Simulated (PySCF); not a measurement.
CCl2, SMILES Cl[C]Cl (connectivity only; charge and spin as stated), neutral, multiplicity 1. Heavy atoms are numbered as in [Cl:1][C:2][Cl:3].

Geometry optimised at PBE0-D3(BJ)/def2-TZVP. The isomer is the one that the SMILES or the coordinates give; other isomers of the formula were not compared.

These are HF/pcSseg-2 (PySCF) values and carry that method's errors.

GIAO shieldings, no solvent; atoms alike by connectivity are averaged. δ = σ(ref) − σ: ³⁵Cl against HCl (σ = 947.2 ppm); ¹³C against TMS (σ = 193.3 ppm), references at their B3LYP-D3(BJ)/def2-TZVP geometries, non-relativistic (without spin–orbit terms, shifts of atoms bonded to Cl or Br come out too high).

| nucleus | atoms | count | δ (ppm) |
|---|---|---|---|
| ³⁵Cl | Cl1 | 2 | 1058.5 |
| ¹³C | C2 | 1 | 771.7 |
